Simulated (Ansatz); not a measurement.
CH2ClFO2Si, SMILES `O[Si@]1(Cl)O[C@@H]1F`, relaxed with RKS PBE-D4/def2-SVP in the Gaussian-basis code of Ansatz from a rough embedded geometry. The force threshold is 0.03 eV/Å; the program also tests the step.

Charge 0, multiplicity 1.

Start:

```xyz
8

O     1.807    0.346    0.632
Si    0.315   -0.414    0.461
Cl    0.571   -2.402    0.354
O    -0.112   -0.031   -1.053
C    -1.200    0.350   -0.161
F    -1.447    1.681    0.039
H     2.160    0.696   -0.145
H    -2.094   -0.226   -0.128
```

```csv
step,energy (eV),largest force (eV/Å),largest move (Å)
1,-28252.2305,4.080,0.000
2,-28253.0002,1.198,0.196
3,-28253.1017,0.362,0.096
4,-28253.1289,0.415,0.090
5,-28253.1418,0.277,0.053
6,-28253.1576,0.389,0.150
7,-28253.1674,0.378,0.068
8 (rejected),-28253.1661,0.327,0.128
9,-28253.1726,0.110,0.064
10 (rejected),-28253.1686,0.233,0.066
11,-28253.1743,0.030,0.033
12,-28253.1748,0.038,0.030
13,-28253.1749,0.004,0.011
```

End:

```xyz
8

O     1.899    0.149    0.482
Si    0.433   -0.546    0.158
Cl    0.634   -2.538    0.568
O    -0.388   -0.121   -1.266
C    -1.151    0.335   -0.104
F    -1.202    1.700   -0.017
H     1.957    1.094    0.249
H    -2.183   -0.073   -0.071
```

It took 18 s on 4 threads of a server CPU on a shared host, with 0.19 GiB of host memory at the peak.
